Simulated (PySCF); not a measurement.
**Electron correlation in Ne⁺ (neon, charge +1)**

[He] 2s1 2p6, 2S determinant (an excited configuration). All numbers are calculated (PySCF 2.14, scalar relativity by spin-free X2C-1e, in x2c-TZVPPall). Frozen: nothing; 9 electrons correlated.

```
  level  correlation energy (mhartree)
   CCSD                        -315.05
    (T)                          -6.52
CCSD(T)                        -321.57
```

Diagnostics: T1 = 0.0053, D1 = 0.0175, largest double amplitude 0.058.

Cost of the coupled-cluster step: about 0.9 core-seconds, for 9 correlated electrons.

This basis was not built for core-valence correlation, so the inner-shell part is incomplete.
